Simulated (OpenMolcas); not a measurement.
Mn⁵⁺: Racah parameters, worked from levels

| Item | Value |
| --- | --- |
| Program | OpenMolcas |
| Basis | ANO-R2 [7s4p4d2f1g] |
| Scalar Hamiltonian | X2C, finite nucleus |
| Active space | 2 electrons in 10 orbitals (3d 4d) |
| State averaging | 2S+1 = 3 even, 10 roots; 2S+1 = 1 even, 15 roots |
| Spin-orbit coupling | RASSI with atomic mean-field integrals over the reference wave functions, term energies averaged over their components |

Methods: CASSCF; SS-CASPT2, IPEA 0.25 Eh, imaginary shift 0.1 Eh (closed shells correlated: 3s 3p). Measured levels: Corliss and Sugar, J. Phys. Chem. Ref. Data 6, 1253 (1977).

**Racah parameters.** Above ³F, d2 has ³P at 15B, ¹G at 12B + 2C and ¹D at 5B + 2C. The first two fix B and C, and the third tests them; where it misses by thousands of cm-1, two parameters do not describe the configuration (Trees and configuration-interaction terms are left out) and B and C hang on the terms chosen. Term energies are centres of gravity, weighted by 2J + 1.

```json
{"Source": "CASSCF", "³P": "21073", "¹G": "27274", "B": "1405", "C": "5208", "C/B": "3.71", "¹D from B, C": "17441", "¹D found": "17475"}
{"Source": "SS-CASPT2", "³P": "18083", "¹G": "25346", "B": "1206", "C": "5440", "C/B": "4.51", "¹D from B, C": "16910", "¹D found": "14338"}
{"Source": "measured", "³P": "17380", "¹G": "24547", "B": "1159", "C": "5322", "C/B": "4.59", "¹D from B, C": "16439", "¹D found": "14372"}
```

Energies in cm-1. From CASSCF to SS-CASPT2, B changes by -14.2 % and C by +4.5 %. Against the measured terms, SS-CASPT2 has B off by +4.1 % and C by +2.2 %.

Term energies are means over components that CASPT2 splits; among the terms shown or strongly mixed into the levels shown the widest spread is 780 cm-1 (3d² ³F, SS-CASPT2). Active for correlation alone: 4d; no level in the range computed is led by a configuration that fills it, so any true level of that kind is missing. Without dynamic correlation excited terms often stand tens of per cent too high (terms of higher spin than the ground term too low), and those without a measured partner can miss by more than the paired ones (holds for CASSCF). Computed and measured levels are paired by configuration, term and J; levels that our copy of the source lacks, or whose pairing is in doubt (as where it misses far off the trend of its configuration), stay unpaired and out of the deviations. Only configurations of the active space appear.
